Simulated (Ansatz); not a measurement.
Reaction (redistribution): `BOC(C)=O` + `[SiH3]C[SiH]1CC1` → `BC[SiH]1CC1` + `CC(=O)O[SiH3]`

Computed with Ansatz on PBE0-D4/def2-TZVP structures; ΔE is electronic, products minus reactants. CCSD(T)/CBS adds triple-zeta CCSD(T) − MP2 to the extrapolated MP2 energy (def2 sets, frozen cores). DFT in def2-TZVPP. B3LYP here is the variant with VWN-RPA as its local correlation; programs differ in this. Each species was taken in one conformer, which may not be the lowest.

| level | ΔE (kJ/mol) |
| --- | --- |
| r2SCAN | 1.6 |
| B3LYP | 12.7 |
| HF/def2-TZVPP | 24.2 |
| MP2/def2-TZVPP | 7.3 |
| SCS-MP2/def2-TZVPP | 11.4 |
| CCSD(T)/def2-TZVPP | 11.2 |
| HF/def2-QZVPP | 23.7 |
| MP2/def2-QZVPP | 6.1 |

**Question.** What does CCSD(T)/CBS give? (Estimate.)

**Answer.** The calculation gave: +9.3 kJ/mol. The listed levels differ from it by -7.7, 3.4, 14.9, -2.0, 2.1, 1.9, 14.4, -3.2 kJ/mol.

Largest T1 diagnostic among the species: 0.015.

In def2-TZVPP, CCSD(T) changes the Hartree–Fock value by −13.0 kJ/mol (the triples alone add −2.7 kJ/mol) and MP2 by −16.9 kJ/mol.
